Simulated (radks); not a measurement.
Numerical settings for neutral rhodium, [Kr] 4d8 5s1. Calculated with a radial shooting solver on a logarithmic mesh with Libxc functionals: Dirac Kohn-Sham, PBE, spin-unpolarised, spherical densities, finite nucleus; open shells fill j = l - 1/2 first; Fermi nuclear charge, rms radius 4.4945 fm. The defaults (mesh step 0.008 in ln r, mesh end at 40 bohr or more with all orbitals vanishing there, Anderson mixing 0.5 over 9 steps, residual threshold near 1e-9 with the energy settled to 1e-9 hartree or 1e-11 of itself, here a cap of 72 iterations) give E = -4784.9526 hartree and 5s1/2 at -4.294 eV in 15 iterations. Run on one thread of a shared host, so times are rough (Arm Neoverse V2): 0.12 s of CPU time, 0.12 s wall, 15 iterations on 2437 mesh points. Changes against that run (0 stands for a change within the tolerance of the run):

setting	iterations	converged	E (mhartree)	e(5s1/2) (meV)	CPU (s)
mesh step in ln r 0.2	4	no	diverged	-	0.01
mesh step in ln r 0.05	15	yes	+0.0146	0	0.03
mesh step in ln r 0.03	15	yes	+0.00089	0	0.04
mesh end (bohr) 3	13	level above zero	+1.63e+03	+2.72e+04	0.08
mesh end (bohr) 2	13	level above zero	+1.17e+04	+1.29e+05	0.07
residual threshold 0.001	10	yes	0	+0.688	0.09
residual threshold 1e-13	31	yes	0	0	0.17
mixing 1.5	16	yes	0	0	0.12
linear mixing, mixing 0.2	72	no	0	0	0.39
linear mixing, mixing 0.8	72	no	+2.23e+04	+2.21e+03	1.1
mixing history 2	23	yes	0	0	0.15
iteration cap 5	5	no	+0.268	+85.9	0.05

Settled on a wrong energy, with an occupied level pushed above zero by the early mesh end: mesh end (bohr) 3 (+1.63 hartree); mesh end (bohr) 2 (+11.7 hartree). Apart from these: no run marked as converged misses the energy by more than 1 mhartree. A mesh that ends early acts as a hard wall.
